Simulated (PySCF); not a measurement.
Exercise with solution: chemical shift, span and skew from a shielding tensor

Be(OMe)(OSiH3) (CH6BeO2Si), SMILES C[O][Be][O][SiH3]. Atoms are numbered in the order given.

```xyz
11

Be     0.0000     0.0000     0.6044
O      0.0000     0.0000     1.9964
C      0.0000     0.0000     3.3740
H      1.0148     0.1789     3.7753
H     -0.6623     0.7894     3.7753
H     -0.3525    -0.9682     3.7753
O      0.0000     0.0000    -0.8187
Si     0.0000     0.0000    -2.4607
H     -1.3993    -0.0250    -2.9861
H      0.7213    -1.1993    -2.9861
H      0.6780     1.2243    -2.9861
```

The structure is a stationary point at r2SCAN-D4/def2-SVP. The values are those of a single conformer.

GIAO shieldings from PBE/pcSseg-1 (PySCF), non-relativistic, no solvent. The symmetric part of the tensor of Si8 has the principal values 332.8, 332.8, 470.6 ppm. The same nucleus in TMS has σ = 335.4 ppm at this level (PySCF, at its B3LYP-D3(BJ)/def2-TZVP geometry).

Problem. Work out the isotropic shielding, the ²⁹Si shift against TMS, the span and the skew.

Solution. 
σ(iso) = (σ11 + σ22 + σ33)/3 = 378.7 ppm. δ = σ(ref) − σ(iso) = 335.4 − (378.7) = -43.3 ppm.
Span Ω = σ33 − σ11 = 137.8 ppm. Skew κ = 3(σ(iso) − σ22)/Ω = 1.00, an axial tensor. Tumbling in solution averages the tensor to δ; in a static solid the shielding alone would spread this spin-1/2 line over Ω.
